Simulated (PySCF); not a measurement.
Cl2Si, neutral, multiplicity 1. Atoms are numbered in the order given.

```xyz
3

Si     0.0000     0.0000     0.9380
Cl     0.0000    -1.6277    -0.3862
Cl     0.0000     1.6277    -0.3862
```

The structure is a stationary point at PBE-D3(BJ)/def2-TZVP. The isomer is the one that the SMILES or the coordinates give; other isomers of the formula were not compared.

These are HF/def2-TZVPD run with PySCF values and carry that method's errors.

Mulliken values depend strongly on the basis, most of all with diffuse functions as here. ESP charges are fitted to the potential on shells at 1.4 to 2.0 van der Waals radii. Atomic charges (e):

```tsv
atom	Mulliken	meta-Löwdin	ESP fit
Si1	0.63	0.64	(withheld)
Cl2	-0.32	-0.32	(withheld)
Cl3	-0.32	-0.32	(withheld)
```

**Question.** Some entries are withheld; supply them. (An estimate is asked for; the answer gives what the named calculation found.)

**Answer.** 
- Si1, ESP fit: 0.21
- Cl2, ESP fit: -0.11
- Cl3, ESP fit: -0.11
